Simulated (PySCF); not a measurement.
These are ωB97X-D3(BJ)/def2-TZVP // PBE0-D3(BJ)/def2-TZVP (PySCF) values and carry that method's errors. Gas-phase values, no solvent. One relaxed conformer stands for a flexible species; it need not be the lowest. Excitations are Tamm–Dancoff values on a coarser integration grid. The basis has no diffuse functions, so Rydberg states are missing or too high.

Reference species (SMILES): `C(=C[SeH])=C` (neutral, multiplicity 1).

```json
{
 "HOMO": "-8.59 eV",
 "S1 excitation (TDA)": "4.52 eV"
}
```

Changed species: `C=C=CC=O` (X = formyl; the reference has X = selanyl).

Problem. Predict the effect on the HOMO and S1 excitation (TDA).

Solution. the HOMO drops by 1.44 eV, to -10.03 eV; the S1 excitation (TDA) falls by 0.38 eV, to 4.14 eV.
